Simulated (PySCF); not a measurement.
**Correlation energy of Ti⁺ (titanium, charge +1)**

[Ar] 3d2 4s1, high-spin 4F determinant. All numbers are calculated (PySCF 2.14, the spin-free X2C one-electron Hamiltonian (Gaussian nucleus), in x2c-TZVPPall (6s5p4d2f1g, 64 functions)). Frozen: [Ne]; 11 electrons correlated.

```tsv
level	correlation energy (mhartree)
CCSD	-274.90
(T)	-5.96
CCSD(T)	-280.86
```

Diagnostics: T1 = 0.0098, D1 = 0.0344, largest double amplitude 0.020.

Cost of the coupled-cluster step: about 9 core-seconds, for 11 correlated electrons.

This basis was not built for core-valence correlation, so the inner-shell part is incomplete.
